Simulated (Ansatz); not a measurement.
Basis-set series for C$_{2}$H$_{5}$AlCl$_{2}$O (`CC[O][Al]([Cl])[Cl]`). The species carries charge 0 and has multiplicity 1. Geometry: relaxed with PBE0-D4/def2-TZVP. It is one conformer, not always the lowest.

```tsv
functional	basis	functions	energy (Eh)	HOMO (eV)	LUMO (eV)
PBE0-D4	def2-SVP	121	-1316.40315	-8.50	-0.62
PBE0-D4	def2-QZVPP	531	-1317.02813	-8.62	-0.96
ωB97M-V	def2-SVP	121	-1316.86593	-10.85	1.11
ωB97M-V	def2-QZVPP	531	-1317.49149	-11.01	0.55
```

**Question.** Give the rows for def2-TZVPP. (Estimate.)

**Answer.** Ansatz gave: 
```json
{"functional": "PBE0-D4", "basis": "def2-TZVPP", "functions": "289", "energy (Eh)": "-1316.98456", "HOMO (eV)": "-8.59", "LUMO (eV)": "-0.81"}
{"functional": "ωB97M-V", "basis": "def2-TZVPP", "functions": "289", "energy (Eh)": "-1317.44989", "HOMO (eV)": "-10.98", "LUMO (eV)": "0.88"}
```

Positive LUMOs are unbound and depend on the basis.
